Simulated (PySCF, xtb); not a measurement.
C4H8OSi, SMILES C=C/C=C/[SiH2]O. Other conformers were not sampled.

Harmonic wavenumbers (cm⁻¹) from GFN2-xTB run with xtb 6.7.1 at its own minimum, in rising order: 62, 101, 127, 182, 222, 258, 388, 445, 499, 593, 614, 723, 773, 779, 784, 817, 884, 905, 950, 990, 1042, 1142, 1227, 1291, 1303, 1411, 1633, 1660, 2208, 2308, 3033, 3038, 3053, 3097, 3127, 3675.

Task: What does PySCF 2.14.0 with PBE-D3(BJ)/def2-SVP give at its own minimum? (Estimate from the structure and the level; the computed values follow.)

Result: 83, 99, 142, 213, 239, 263, 399, 448, 553, 633, 699, 725, 803, 836, 874, 896, 898, 922, 932, 967, 1025, 1113, 1200, 1259, 1264, 1376, 1594, 1650, 2124, 2179, 3048, 3054, 3072, 3079, 3177, 3762. Paired by order, the mean absolute difference is 35 cm⁻¹ and the zero-point energies are 64.8 and 65.2 kcal/mol.
